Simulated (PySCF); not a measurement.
## EPR parameters of C5H8FS

Species: C₅H₈FS (doublet state).
Atom-mapped SMILES: `[CH3:1][CH2:2][CH2:3][C@@:4]1([F:5])[CH:6][S:7]1` (hydrogens: H8, H9, H10 on C1; H11, H12 on C2; H13, H14 on C3; H15 on C6)

Cartesian coordinates in Å at the GFN2-xTB level; atoms count from 1:
```xyz
15
C5H8FS angstrom
C     -0.9270    0.5545   -1.5383
C     -1.1353   -0.2487   -0.2608
C      0.1272   -0.9953    0.1924
C      1.1740   -0.0438    0.7061
F      1.9189    0.5052   -0.3051
C      1.0378    0.6786    1.9467
S      2.1824   -0.5925    2.1650
H     -0.1644    1.3159   -1.4009
H     -1.8528    1.0469   -1.8255
H     -0.6184   -0.0968   -2.3531
H     -1.9224   -0.9873   -0.4241
H     -1.4589    0.4148    0.5443
H      0.5438   -1.5689   -0.6384
H     -0.1331   -1.6836    0.9976
H      1.2237    1.7090    2.1722
```

The hyperfine couplings belong to this conformer and change with its torsions.

The calculation used UKS B3LYP, pcH-1 on C F H S, non-relativistic, mean-field spin-orbit, GIAO (PySCF 2.14.0). One conformer (not necessarily the lowest) at the GFN2-xTB geometry, without solvent, vibrations or thermal averaging. The geometry wasn't refined by DFT: couplings that depend on bond lengths, twists or pyramidal angles can differ widely from those at the functional's own minimum. Stability of the SCF solution: not tested.

```json
{"g1, g2, g3": "2.00194, 2.00570, 2.01073", "g_iso": "2.00613", "Form of g": "rhombic: the two nearest values differ by 43 % of g3 − g1", "⟨S²⟩": "0.7553 (exact 0.7500)", "α and β electrons": "32, 31", "HOMO–LUMO gap, α and β orbitals": "5.41, 5.03 eV", "Total energy": "-693.32464 Eh", "Basis functions": "265"}
```

Hyperfine couplings atom by atom, in 10⁻⁴ cm⁻¹; T1 to T3 are the principal values of the dipolar part; ρ(0) is the spin density at the nucleus (1 × 10⁻⁴ cm⁻¹ = 2.998 MHz):

| atom | isotope | a_iso | of which spin–orbit | T1 | T2 | T3 | Mulliken spin population | ρ(0) (bohr⁻³) |
| --- | --- | --- | --- | --- | --- | --- | --- | --- |
| C1 | 13C | 0.1 | 0.0 | -0.1 | -0.1 | 0.2 | 0.00 | 0.0002 |
| C2 | 13C | 0.2 | 0.0 | -0.2 | -0.1 | 0.3 | 0.00 | 0.0007 |
| C3 | 13C | 0.7 | 0.0 | -0.4 | -0.4 | 0.8 | 0.01 | 0.0020 |
| C4 | 13C | 1.6 | 0.0 | -1.6 | 0.0 | 1.6 | -0.05 | 0.0041 |
| F5 | 19F | -5.5 | -0.1 | -18.2 | -8.3 | 26.5 | 0.01 | -0.0039 |
| C6 | 13C | 84.2 | 0.1 | -20.3 | -19.2 | 39.5 | 0.72 | 0.2242 |
| S7 | 33S | 1.8 | -0.1 | -12.5 | -10.3 | 22.8 | 0.32 | 0.0170 |
| H8 | 1H | 0.0 | 0.0 | -0.4 | -0.4 | 0.8 | 0.00 | 0.0000 |
| H9 | 1H | 0.0 | 0.0 | -0.2 | -0.2 | 0.4 | 0.00 | 0.0000 |
| H10 | 1H | 0.1 | 0.0 | -0.2 | -0.2 | 0.4 | 0.00 | 0.0001 |
| H11 | 1H | -0.1 | 0.0 | -0.3 | -0.3 | 0.7 | 0.00 | -0.0001 |
| H12 | 1H | 0.1 | 0.0 | -1.1 | -0.8 | 1.9 | 0.00 | 0.0001 |
| H13 | 1H | 0.0 | 0.0 | -0.6 | -0.4 | 0.9 | 0.00 | 0.0000 |
| H14 | 1H | -0.4 | 0.0 | -1.1 | -0.7 | 1.8 | 0.00 | -0.0002 |
| H15 | 1H | 6.3 | 0.0 | -8.7 | -1.5 | 10.2 | -0.01 | 0.0042 |

The largest Mulliken spin populations are on C6 (+0.72) and S7 (+0.32). The angles at C6 add up to 326.0°, so it is pyramidal.

Under fast tumbling the dipolar parts average out, and these isotropic splittings remain: 1 × 1H (H15, I = 1/2, 2 lines) with 0.68 mT, 1 × 19F (F5, I = 1/2, 2 lines) with 0.59 mT and 1 × 1H (H14, I = 1/2, 2 lines) with 0.04 mT.

The 33S coupling of S7 (5.5 MHz) shows only in satellite lines or after enrichment, since that isotope makes up about 0.76 % of natural sulfur.

The 13C coupling of C6 (252.4 MHz) shows only in satellite lines or after enrichment, since that isotope makes up about 1.07 % of natural carbon.

The spin density at the nucleus, in bohr⁻³, is negative for F5 (-0.0039), for instance. A restricted open-shell determinant has no negative spin density anywhere; here it arises because α and β orbitals differ (spin polarisation).
